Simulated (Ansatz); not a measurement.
Start from `[CH3][In]([OH])[GaH2]` and change one atom or group to get `[CH3][In]([OH])[F]`.

Ansatz, PBE0-D4/def2-TZVP geometries, multiplicity 1. Each molecule was computed in one conformer, which needn't be the lowest.

Elements past krypton have def2 core potentials. Scalar relativity is left out up to krypton.

| property | `[CH3][In]([OH])[GaH2]` |
| --- | --- |
| HOMO energy (PBE0/def2-TZVPP) / eV | -6.80 |
| size of the dipole moment (B3LYP/def2-TZVPP) / D | 1.85 |
| HOMO energy (PBE/def2-TZVPP) / eV | -5.77 |
| LUMO energy (PBE0/def2-TZVPP) / eV | -2.31 |
| LUMO energy (PBE/def2-TZVPP) / eV | -3.04 |
| HOMO–LUMO gap (PBE/def2-TZVPP) / eV | 2.72 |

(1) What does the change do to each property? (An estimate is asked.)

Answers

(1) Computed: 
```tsv
property	`[CH3][In]([OH])[F]`	shift
HOMO energy (PBE0/def2-TZVPP) / eV	-8.49	-1.69
size of the dipole moment (B3LYP/def2-TZVPP) / D	4.96	3.11
HOMO energy (PBE/def2-TZVPP) / eV	-6.99	-1.22
LUMO energy (PBE0/def2-TZVPP) / eV	-1.32	0.99
LUMO energy (PBE/def2-TZVPP) / eV	-2.20	0.84
HOMO–LUMO gap (PBE/def2-TZVPP) / eV	4.79	2.07
```

With PBE0 the HOMO falls by 1.69 eV and the LUMO rises by 0.99 eV, so the gap widens by about 2.68 eV. PBE moves the HOMO by -1.22 eV and ωB97M-V by -1.96 eV. The zero-point energy changes by -29.3 kJ/mol with -6 modes. Dipoles are sizes alone; their direction can turn.

B3LYP here is the variant with VWN-RPA as its local correlation; programs differ in this.
